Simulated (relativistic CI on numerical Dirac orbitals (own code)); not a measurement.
Sensitivity of the levels of As11+ to α and to the nuclear radius

Method of calculation: Dirac-Coulomb-Breit CI, orbitals from a KLI potential per configuration, derivatives by finite differences, unscaled Slater integrals, QED left out (own radial code, finite nucleus).

CI space (outside the closed core [Ne] 3s2): 3p⁶3d⁴, 3p⁵3d⁵, 3p⁶3d³4p, 3p⁶3d²4s4p, 3p⁶3d²4s², 3p⁶3d4s²4p. Double excitations out of closed p, d and f shells are left out; levels of such configurations are missing from the list, as are those of other unlisted configurations, and high levels can miss mixing partners.

With x = (α/α₀)² − 1 an excitation energy changes as ω = ω₀ + qx; K = 2q/ω₀ is the relative enhancement. Terms are leading LS components, so labels can repeat. The field-shift factor is F = δν/δ⟨r²⟩ for the transition from the lowest level.

Lowest level 3p⁶3d⁴ ⁵D0.

```tsv
Level	ω₀ (cm⁻¹)	q (cm⁻¹)	K	F (GHz/fm²)
3p⁶3d⁴ ⁵D1	1060.7	1479	2.79	0.00645
3p⁶3d⁴ ⁵D2	2877.3	3626	2.52	0.0162
3p⁶3d⁴ ⁵D3	5180.1	5941	2.29	0.0272
3p⁶3d⁴ ⁵D4	7788.7	8200	2.11	0.0383
3p⁶3d⁴ ³P0	48605.5	-3216	-0.132	0.046
3p⁶3d⁴ ³H4	48713.4	935	0.0384	0.0608
3p⁶3d⁴ ³H5	51027.7	4311	0.169	0.0755
3p⁶3d⁴ ³H6	52848.7	6146	0.233	0.0845
3p⁶3d⁴ ³P1	54345.6	3067	0.113	0.0748
3p⁶3d⁴ ³F3	57051.8	2340	0.082	0.0754
3p⁶3d⁴ ³F2	57722.9	3928	0.136	0.0818
3p⁶3d⁴ ³F4	58345.9	5063	0.174	0.0866
3p⁶3d⁴ ³P2	62349.2	9873	0.317	0.108
```

At this charge energies of transitions that change n are usually good to better than 1 %, and those within a shell (Δn = 0) to a few per cent. Terms inside the open d or f shell come out 10 to 20 % too wide with unscaled integrals.
